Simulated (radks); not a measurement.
Species: Cs3+. Configuration: [Kr] 4d10 5s2 5p4.

Calculated with a radial shooting solver on a logarithmic mesh with Libxc functionals: Dirac Kohn-Sham, PBE, spin-unpolarised, spherical densities, finite nucleus; open shells are shared between the two j in proportion to 2j + 1; Fermi nuclear charge, rms radius 4.8041 fm.

Energy parts (eV):
total: -211914.41
kinetic: 225659.29
electron-nucleus: -513769.04
Hartree: 81413.13
exchange-correlation: -5217.79

Orbitals (lengths in bohr, moments of r in powers of bohr; r(90%) holds 90 % of the orbital's charge):
orbital     occ.  eigenvalue (eV)  r(90%)      <r^4>      <r^2>
1s1/2          2        -35798.94  0.0470  2.246e-06  0.0009251
2s1/2          2        -5638.856   0.173  0.0003768    0.01477
2p1/2          2        -5306.820   0.154  0.0002392    0.01089
2p3/2          4        -4954.543   0.162  0.0002913    0.01216
3s1/2          2        -1196.091   0.439    0.01584     0.1021
3p1/2          2        -1057.359   0.434    0.01495    0.09685
3p3/2          4        -989.8423   0.451    0.01739     0.1047
3d3/2          4        -746.0492   0.426    0.01379    0.08708
3d5/2          6        -731.7151   0.431    0.01446    0.08933
4s1/2          2        -249.7820   0.999     0.4334     0.5444
4p1/2          2        -199.9695    1.05     0.5248     0.5902
4p3/2          4        -186.1783    1.09     0.6090     0.6356
4d3/2          4        -105.1218    1.25      1.053     0.7973
4d5/2          6        -102.8246    1.27      1.105     0.8168
5s1/2          2         -53.9712    2.39      14.22      3.131
5p1/2    1.33333         -40.9112    2.70      22.90      3.931
5p3/2    2.66667         -38.9247    2.80      26.38      4.224

The highest occupied level is 5p3/2 at -38.925 eV. The density falls to 0.001 e/bohr^3 at r = 3.61 bohr. Summed over all electrons, <r^2> = 37.47 bohr^2, which gives a Langevin (diamagnetic) susceptibility term of -29.7 x 10^-6 cm^3/mol. The electron density at the nucleus is 2.963e+05 e/bohr^3.
